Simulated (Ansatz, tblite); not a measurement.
Cost and result up the ladder for In2N3⁻ (the lowest singlet isomer of a short search) (5 atoms). Total charge -1; singlet. Geometry: PBE0-D4/def2-SVPD.

```tsv
atom	x (Å)	y (Å)	z (Å)
In1	-0.374	0.226	1.521
In2	1.518	-0.503	-2.603
N3	-0.633	-0.093	-1.592
N4	-0.683	0.473	3.380
N5	0.172	-0.102	-0.706
```

Ansatz on 4 threads of Arm Neoverse V1 on a shared host; xTB runs through tblite on one thread. Times are rough, summed over both states, and most runs start from the orbitals of an earlier one. No level here is sound enough to serve as a yardstick. The other state is a doublet.

In the def2 sets In takes a core potential; there is no spin–orbit coupling. The xTB rows come from tblite. At PBE0-D4/def2-TZVPD a quintet of charge -1 lies 1.49 eV below the restricted singlet, each at its own geometry. The structure comes from a short search, and lower isomers may exist.

Run but left out: PBE0-D4/def2-TZVPD (neutral doublet: ⟨S²⟩ 1.11, where a pure state has 0.75).

Raw xTB energies of ions are shifted by several eV.

```
                          level  functions  wall time
                       GFN1-xTB         30    0.008 s
                       GFN2-xTB         30     0.02 s
PBE-D4/def2-TZVPD (with forces)        223       13 s
           r2SCAN-D4/def2-TZVPD        223       28 s
```

Q: Estimate what each level gives for the vertical IE (eV).

A: 
| level | vertical IE (eV) | remarks |
| --- | --- | --- |
| GFN1-xTB | 5.44 | – |
| GFN2-xTB | 5.45 | – |
| PBE-D4/def2-TZVPD (with forces) | 1.98 | – |
| r2SCAN-D4/def2-TZVPD | 1.75 | spin-contaminated (⟨S²⟩ 0.96) (doublet) |
